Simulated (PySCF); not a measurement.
**Partial charges of `C=CC[SiH]1CC=CC1`**

C7H12Si.
Z-matrix (Å and degrees, GFN2-xTB geometry), rows numbered from 1:
```
C 
C   1  1.3209
C   2  1.4861  1  124.83
Si  3  1.9118  2  110.34  1   108.63
C   4  1.9077  3  112.80  2   -67.57
C   5  1.4999  4  103.93  3  -117.80
C   6  1.3213  5  119.21  4     0.38
C   7  1.4996  6  119.24  5    -0.13
H   1  1.0781  2  121.60  3     1.83
H   1  1.0766  2  122.18  3  -178.75
H   2  1.0821  1  120.05  3   178.15
H   3  1.0902  2  109.61  1  -131.40
H   3  1.0904  2  109.95  1   -13.02
H   4  1.4720  3  110.55  2    59.91
H   5  1.0908  4  113.44  3   122.94
H   5  1.0917  4  113.50  3     1.75
H   6  1.0809  5  118.40  4  -179.72
H   7  1.0811  6  122.48  5   179.86
H   8  1.0913  4  114.19  3    -2.54
H   8  1.0905  4  112.88  3  -123.99
```

Density: PBE0/pcSseg-1 (PySCF); schemes: Mulliken, IAO, Hirshfeld and ESP-fitted. Geometry: GFN2-xTB, one conformer, isolated molecule.

Question: Atoms with like bonding are taken together and averaged. Which atoms carry the lowest charge in the Mulliken, IAO, Hirshfeld and ESP-fitted schemes?

Answer: The schemes don't all agree: Mulliken C5/C8 (-0.513); IAO C5/C8 (-0.553); Hirshfeld C5/C8 (-0.166); ESP-fitted C1 (-0.610).

Question: For which atoms does the sign change between the 4 schemes (beyond +0.03 e in one, beyond −0.03 e in another)?

Answer: For none.

Question: Which atoms carry the highest charge in the Mulliken, IAO, Hirshfeld and ESP-fitted schemes?

Answer: All schemes agree: Mulliken Si4 (+0.905); IAO Si4 (+0.907); Hirshfeld Si4 (+0.381); ESP-fitted Si4 (+0.338).

Question: Give the atomic charges in each scheme.

Answer: In e; atoms taken as equivalent share a row and are averaged (×n: the atom named and its like, n in all):

```csv
atom,environment,Mulliken,IAO,Hirshfeld,ESP-fitted
C1,terminal =CH2 carbon,-0.158,-0.340,-0.114,-0.610
C2,alkene CH carbon,-0.258,-0.123,-0.038,+0.008
C3,sp3 carbon bound to silicon,-0.474,-0.538,-0.156,-0.391
Si4,SiH silicon,+0.905,+0.907,+0.381,+0.338
C5/C8,sp3 carbon bound to silicon,-0.513,-0.553,-0.166,-0.073
C6/C7,alkene CH carbon,-0.162,-0.153,-0.056,-0.198
H9,vinylic hydrogen,+0.105,+0.140,+0.042,+0.238
H10,vinylic hydrogen,+0.114,+0.150,+0.043,+0.213
H11,vinylic hydrogen,+0.111,+0.142,+0.044,+0.133
H12/H13,methylene hydrogen,+0.148,+0.153,+0.045,+0.146
H14,Si–H hydrogen,-0.074,-0.131,-0.083,-0.098
H15/H20,methylene hydrogen,+0.150,+0.154,+0.038,+0.046
H16/H19,methylene hydrogen,+0.149,+0.151,+0.037,+0.050
H17/H18,vinylic hydrogen,+0.092,+0.144,+0.042,+0.115
```

Mean size of the charges over all atoms: IAO 0.254 e, Mulliken 0.231 e, ESP-fitted 0.164 e, Hirshfeld 0.083 e. Each set sums to the total charge, 0, to within 0.001 e. The Hirshfeld scheme divides the density at each point in proportion to the densities of the neutral, spherically averaged free atoms. The IAO scheme projects the occupied orbitals on a minimal set of polarised atomic orbitals and counts the electrons in each atom's part of it.

Some averages cover members that differ in this geometry: C5/C8, ESP-fitted -0.092 to -0.053; H12/H13, ESP-fitted +0.130 to +0.163; C6/C7, ESP-fitted -0.213 to -0.184 e.

Question: How closely do the schemes follow one another over all atoms?

Answer: Correlation coefficient and root-mean-square difference: Mulliken with IAO 0.98, 0.060 e; IAO with Hirshfeld 0.98, 0.216 e; Mulliken with Hirshfeld 0.97, 0.197 e; IAO with ESP-fitted 0.75, 0.220 e; Hirshfeld with ESP-fitted 0.73, 0.154 e; Mulliken with ESP-fitted 0.66, 0.231 e.

Question: Sum the charges by element, for elements with more than one atom.

Answer: 
```
element  atoms  Mulliken     IAO  Hirshfeld  ESP-fitted
      C      7    -2.240  -2.413     -0.752      -1.535
      H     12    +1.334  +1.506     +0.371      +1.198
```

Question: How many electrons does the Hirshfeld scheme count on Si4?

Answer: Z − q = 14 − (+0.381) = 13.619.
